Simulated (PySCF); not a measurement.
UHF on Ca⁺ (calcium, charge +1)

Configuration: [Ar] 3d1, 2D determinant (an excited configuration). Computed with PySCF 2.14 in x2c-QZVPPall (11s7p4d3f, 73 functions), with the spin-free X2C one-electron Hamiltonian (Gaussian nucleus).

```
Total energy                                                  : -679.373244 hartree
One-electron energy                                           : -928.2303 hartree
Hartree (Coulomb) energy                                      : 284.3582 hartree
Exchange energy                                               : -35.5011 hartree
⟨S²⟩                                                          : 0.7517
⟨L²⟩                                                          : 6.018
Sum of ⟨r⟩                                                    : 15.27 bohr
Sum of ⟨r²⟩                                                   : 23.30 bohr²
Traceless quadrupole moment −½Σ⟨3z² − r²⟩ along its main axis : 2.03 e·bohr²
Langevin diamagnetic susceptibility                           : -18.5 ×10⁻⁶ cm³/mol
```

```csv
shell,electrons,mean orbital energy (eV),spread (eV),"rms radius, mean of both spins (bohr)"
1s β,1,-4087.6,0,0.0888
1s α,1,-4087.5,0,0.0888
2s α,1,-463.75,0,0.393
2s β,1,-463.61,0,0.393
2p α,3,-373.38,0.056,0.362
2p β,3,-373.23,0.253,0.362
3s α,1,-64.248,0,1.25
3s β,1,-63.358,0,1.25
3p α,3,-39.827,0.675,1.40
3p β,3,-38.600,1.063,1.40
3d α,1,-9.756,0,2.69
```

Densities and radii are taken from the X2C orbitals without a picture-change correction, which distorts them close to the nucleus.

Spin-orbit constants ζ (cm⁻¹) from the X2C one-electron operator on these orbitals: bare nucleus, nucleus screened by l(l+1)(2l+1)/3 electrons, and screened by the Breit-Pauli mean field of the electrons.

| shell | bare | screened nucleus | mean field |
| --- | --- | --- | --- |
| 2p | 21480 | 19330 | 18350 |
| 3p | 2019 | 1817 | 1710 |
| 3d | 78.38 | 39.19 | 29.49 |

To first order the Landé constant is A = 29.49 cm⁻¹, so the lowest level has J = 3/2 and lies 0.00548 eV below the centre of the term.
